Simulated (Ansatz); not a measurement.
closo-2-SB4 (no H on S) (B4H4S). Charge 0, multiplicity 1. Geometry r2SCAN-D4/def2-SVP; atoms count from 1.

| atom | x (Å) | y (Å) | z (Å) |
| --- | --- | --- | --- |
| B1 | 0.656 | -0.144 | 0.673 |
| B2 | 0.288 | 1.328 | 0.079 |
| B3 | -0.462 | -1.280 | -0.007 |
| B4 | 0.013 | -0.040 | -0.949 |
| S5 | -1.305 | 0.357 | 0.540 |
| H6 | 1.295 | -0.556 | 1.597 |
| H7 | 0.399 | 2.510 | -0.016 |
| H8 | -0.852 | -2.386 | 0.204 |
| H9 | -0.032 | 0.210 | -2.119 |

Another isomer (singlet) lies 1.11 eV lower at PBE0-D4/def2-TZVP; other spin states weren't run for this one.

Question: Estimate the Mulliken populations from the PBE0/def2-TZVP orbitals of Ansatz.

Answer: 
```csv
atom,charge (e)
B1,-0.21
B2,0.02
B3,0.02
B4,-0.21
S5,0.02
H6,0.10
H7,0.09
H8,0.09
H9,0.10
```
Mulliken values depend strongly on the basis.

Question: And the Mayer bond orders between heavy atoms (over 0.3)?

Answer: B1–B2 0.95 (1.63 Å); B1–B3 0.67 (1.73 Å); B1–B4 0.62 (1.75 Å); B1–S5 0.64 (2.03 Å); B2–B4 0.67 (1.73 Å); B2–S5 0.80 (1.92 Å); B3–B4 0.95 (1.63 Å); B3–S5 0.80 (1.92 Å); B4–S5 0.64 (2.03 Å).
